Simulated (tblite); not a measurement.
Species: C5H6ClO2 (doublet state).
Z-matrix (Å and degrees, GFN2-xTB geometry), rows numbered from 1:
```
C 
C   1  1.4913
C   2  1.4986  1  119.73
O   3  1.4155  2  113.14  1   101.80
C   2  1.3933  1  119.34  3   173.46
Cl  5  1.7673  2  121.39  1  -178.98
C   5  1.3340  2  128.75  1     1.94
O   7  1.1679  5  176.86  2  -171.25
H   1  1.0878  2  111.20  3   169.58
H   1  1.0895  2  110.27  3    48.43
H   1  1.0925  2  110.45  3   -70.01
H   3  1.1011  2  110.14  1  -135.04
H   3  1.0915  2  109.71  1   -15.38
H   4  0.9643  3  108.44  2    62.60
```

All values are computed: GFN2-xTB (tblite) harmonic vibrations without scaling, gas phase. This tight-binding method is rough: wavenumbers can miss measured ones by several per cent, in bad cases by 10 to 20. One conformer, not necessarily the lowest. Open shells enter through the occupations alone, without spin polarisation, and single modes of such species can be off by tens of per cent.

Harmonic wavenumbers (cm⁻¹): 41.8, 52.7, 84.4, 111.6, 151.2, 189.2, 213.5, 309.9, 316.5, 356.0, 407.1, 506.0, 524.0, 616.0, 876.9, 924.8, 1008.1, 1013.2, 1026.4, 1121.2, 1187.2, 1258.3, 1293.3, 1337.6, 1386.4, 1412.2, 1454.4, 1462.4, 1481.3, 2190.0, 2849.4, 2957.7, 2993.3, 3007.5, 3032.7, 3532.7.

A = 2156, B = 1366, C = 899.8 MHz; mass 133.006 u (most abundant isotopes); point group C1, symmetry number 1; spin multiplicity 2.

**Question.** What is the zero-point energy?

**Answer.** ½Σν̃ = 21343 cm⁻¹ = 61.02 kcal/mol.

**Question.** Give the ideal-gas entropy at 200 K and 1 bar in the rigid-rotor, harmonic-oscillator model (classical rotation).

**Answer.** Translation 38.61, rotation 27.99, vibration 21.76, spin (R ln 2) 1.38: S = 89.7 cal/(mol K).

**Question.** And Cp and H(200 K) − H(0)?

**Answer.** Cp = 28.20 cal/(mol K), of which vibrations give 20.25 (their classical limit is 36 R = 71.5); H(200 K) − H(0) = 3.85 kcal/mol without the zero-point energy, 2.26 from vibrations.

**Question.** Blend soft modes into free rotors: weight 1/[1 + (100 cm⁻¹/ν̃)⁴] for the oscillator and the rest for a rotor with moment μB/(μ + B), μ = h/(8π²ν), B = 10⁻⁴⁴ kg m². What vibrational entropy results?

**Answer.** 19.74 cal/(mol K) in place of 21.76, which changes −T·S at 200 K by +0.40 kcal/mol.

**Question.** What must be added to the electronic energy to get the Gibbs energy at 200 K and 1 bar?

**Answer.** ZPE + [H(200 K) − H(0)] − T·S = 61.02 + 3.85 − 17.95 = 46.92 kcal/mol.

Hindered rotation and anharmonicity are outside this model. Other conformers, if any are populated, would add a mixing term that is left out. The structure is chiral; the term R ln 2 for an equal mix with its mirror image is left out.
